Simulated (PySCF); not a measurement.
Zr(Cl)2(OH) (Cl2HOZr), SMILES [OH][Zr]([Cl])[Cl] (connectivity only; charge and spin as stated), neutral, multiplicity 2.

Geometry: B3LYP-D3(BJ)/def2-SVP. The multiplicity is an assumed one; other spin states were not compared. The isomer is the one that the SMILES or the coordinates give; other isomers of the formula were not compared. The def2 effective core potentials stand for the cores of Zr; spin–orbit coupling is left out. The values are those of a single conformer.

Method: PySCF with B3LYP-D3(BJ)/def2-SVP.

Frequencies are harmonic and unscaled.

Task: Give all harmonic wavenumbers and intensities. (Estimate from the structure and the level; the computed values follow.)

Result: 
```
mode  ν (cm⁻¹)  IR (km/mol)  moving atoms (share of kinetic energy)
----  --------  -----------  --------------------------------------
1           74          0.2         Zr 44 %, O 25 %, Cl 23 %, H 9 %
2           90          3.7                        Cl 75 %, Zr 20 %
3          131          0.0                  O 62 %, Cl 22 %, H 9 %
4          311        181.3                          H 88 %, O 12 %
5          367         22.1                        Cl 85 %, Zr 12 %
6          417         99.1                        Cl 59 %, Zr 40 %
7          431        127.3                          H 84 %, O 15 %
8          747        142.9                         O 78 %, Zr 17 %
9         3941        341.1                                  H 94 %
```
